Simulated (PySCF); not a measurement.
LiSe: from constants to spectrum

UHF-CCSD(T) constants of LiSe, ²Π (doublet), unpaired electrons π ↑ (PySCF, no relativity, basis sets Li def2-SVPD, Se def2-SVPD; masses 7.0160 and 79.9165 u):

* ωe: 489.9 cm⁻¹
* ωexe: 3.07 cm⁻¹
* Be: 0.48446 cm⁻¹
* αe: 0.00489 cm⁻¹
* D (centrifugal): 1.89e-06 cm⁻¹
* De to Li + Se: 2.70 eV

Task: Give the vibrational terms G(v) and spacings up to v = 6.

Result: G(v) = ωe(v+½) − ωexe(v+½)².

```tsv
v	G(v) (cm⁻¹)	G(v) − G(v−1)	Bv (cm⁻¹)
0	244.2		0.4820
1	727.9	483.8	0.4771
2	1205.6	477.6	0.4722
3	1677.0	471.5	0.4673
4	2142.4	465.3	0.4625
5	2601.6	459.2	0.4576
6	3054.6	453.1	0.4527
```

Task: How well does the Morse estimate ωe²/(4ωexe) reproduce De, and what is D0?

Result: It gives 2.42 eV, 90 % of the computed De. D0 = De − G(0) = 2.70 − 0.03 = 2.67 eV.

Correlated steps freeze 9 core orbitals. Correlated levels converge slowly with the basis: in double zeta they bind strong bonds too weakly, by up to about 1 eV, and carry superposition errors of some tenths. Spin–orbit coupling is left out. The state was picked by a PBE0 search and need not be the measured ground state.
